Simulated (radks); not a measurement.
Valence configurations of the iodine ion I3+ (all share [Kr]). Calculated with a radial shooting solver on a logarithmic mesh with Libxc functionals: scalar-relativistic Kohn-Sham, r2SCAN, spin-unpolarised, spherical densities, finite nucleus; meta-GGA in the generalised Kohn-Sham scheme; Fermi nuclear charge, rms radius 4.75 fm. Energies are relative to 4d10 5s2 5p2; eigenvalues in eV.

valence,E (eV),e(4d),e(5p),e(5s)
4d10 5s2 5p2,0.000,-83.596,-34.391,-46.942
4d9.5 5s2 5p2.5,25.223,-87.233,-35.507,-48.375
4d10 5s1 5p3,12.548,-84.905,-35.047,-47.604
4d8.5 5s2 5p3.5,79.464,-94.454,-37.647,-51.140
4d10 5p4,25.110,-86.189,-35.660,-
4d9 5s2 5p3,51.709,-90.852,-36.591,-49.773
4d10 5s1.5 5p2.5,6.273,-84.254,-34.725,-47.278
4d9.5 5s1 5p3.5,38.095,-88.509,-36.140,-49.027
4d8.5 5s1 5p4.5,92.969,-95.672,-38.242,-51.768
4d8 5s2 5p4,108.49,-98.041,-38.678,-52.478

NIST lists [Kr] 4d10 5s2 5p2 as the ground configuration; this level of theory agrees among the configurations tried. The energies are those of spherical spin-averaged densities, not of single terms.
